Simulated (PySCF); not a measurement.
## Electron correlation in Ce⁴³⁺ (cerium, charge +43)

[Ne] 3s2 3p3, high-spin 4S determinant. Computed with PySCF 2.14 in an even-tempered Gaussian basis (18 s from 8.8 bohr⁻², ratio 2.5; 12 p from 11 bohr⁻², ratio 2.5; 4 d from 46 bohr⁻², ratio 2.7; 4 f from 69 bohr⁻², ratio 2.7), with scalar relativity by spin-free X2C-1e. Frozen: 1s2; 13 electrons correlated; the 21 highest virtual orbitals of each spin left out.

```json
{"level": "CCSD", "correlation energy (mhartree)": "-537.77"}
{"level": "(T)", "correlation energy (mhartree)": "-0.75"}
{"level": "CCSD(T)", "correlation energy (mhartree)": "-538.52"}
```

Diagnostics: T1 = 0.00023, D1 = 0.0007, largest double amplitude 0.020.

Spin-orbit coupling is strong in this species (close to jj coupling), so the high-spin LS determinant is a model state, not a physical level.

Cost of the coupled-cluster step: of the order of 40 core-seconds, for 13 correlated electrons.

At this charge the one-electron X2C treatment keeps the bare 1/r₁₂, with no two-electron picture change or Breit term. The effect here is smaller than on the frozen 1s shell; and a scalar Hamiltonian misses the large spin-orbit splitting of the p shells, which matters for ns² → np² pairs.

Spin-orbit coupling is strong in this species, so the high-spin LS determinant is a model state.
